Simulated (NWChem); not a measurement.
# C4H6; SMILES C(C)=C=C

Program: NWChem. Geometry: optimised at PBE0/def2-SVP. Level: PBE0/def2-SVP with SMD (1 M gas to 1 M solution), gas-phase geometry.

For solvent toluene:

- solvation free energy (kcal/mol): -3.0
- cavity-dispersion-structure term (kcal/mol): -1.5

Problem. How do the values read with solvent water instead?

Solution. The solvation free energy (kcal/mol) is 1.0. The cavity-dispersion-structure term (kcal/mol) is 3.6.
